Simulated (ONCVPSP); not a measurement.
## indium: one change to an ONCV potential, before and after

- Element: indium (In)
- Generator: ONCVPSP 4.0.1
- Type: optimised norm-conserving Vanderbilt (ONCV)
- Functional: LDA (Perdew-Wang 92)
- Relativity: scalar-relativistic
- Frozen core: [Kr] 4d10
- Valence charge: 3
- Reference configuration: 5s1 5p2
- Partial waves: 5s: rc 1.80 bohr, ncon 4, nbas 7, qcut 4.1 1/bohr, 3 projectors, debl 2 Ha; 5p: rc 3.05 bohr, ncon 3, nbas 6, qcut 2.3 1/bohr, 3 projectors, debl 0.7 Ha; d scattering state at 0.4 Ha: rc 3.35 bohr, ncon 4, nbas 7, qcut 2.8 1/bohr, 3 projectors, debl 3.1 Ha
- Local potential: polynomial inside 1.25 bohr (lpopt 3, dvloc0 1 Ha)
- Core correction: Teter function fitted to the true core (icmod 2), fcfact 0.2

Change: core correction polynomial model core, fcfact 0.35.

Cutoffs: the cutoffs (Ha) at which the residual kinetic energy of the hardest occupied pseudo-wave falls to 1 and 0.1 mHa per electron; they do not see the model core or the augmentation charge, which bear on the density cutoff. Errors are all-electron minus pseudo energies relative to the spin-unpolarised reference configuration.

Problem. Predict the effect on cutoff, ghosts and configuration errors.

Solution. The potential gets neither clearly harder nor softer (9.3 Ha and 36 Ha → 9.3 Ha and 36 Ha); both files keep a bound ghost (s); of the 4 tests that both files solve, the error grows in 1 and shrinks in 3 by more than 15 % and 0.3 meV (median size 10.7 → 3.4 meV). A model core, the more so a compact one, raises the density cutoff, which this test does not measure.

```csv
quantity,base,changed
"cutoff, loose",9.3 Ha,9.3 Ha
"cutoff, tight",36 Ha,36 Ha
bound ghosts,s,s
GHOST(+) flags under 300 eV,"p at 95.3 eV, d at 212.1 eV","p at 95.3 eV, d at 212.1 eV"
"error for 5s2 5p1, meV [ΔE -5.94 eV]",+5.3,-2.4
"error for 5s2 5p0, meV [ΔE -0.35 eV]",+14,+4.4
"error for 5s1 5p0, meV [ΔE 19.31 eV]",-97,-139
"error for 5s0 5p3, meV [ΔE 6.23 eV]",+7.6,-0.8
s: phases at 1.83 bohr within 0.05 rad from the reference energy up to (Ha; the scan ends near 5),to the end of the scan,to the end of the scan
p: phases at 3.09 bohr within 0.05 rad from the reference energy up to (Ha; the scan ends near 5),3.3,3.3
d: phases at 3.40 bohr within 0.05 rad from the reference energy up to (Ha; the scan ends near 5),1.6,1.6
"rms error of d²Exc/dni dnj with the model core, mHa",4.07,1.47
```

 A true bound ghost makes a file unfit for plane-wave use even where its test errors are small: the radial tests pick states by their node count and pass the ghost by.
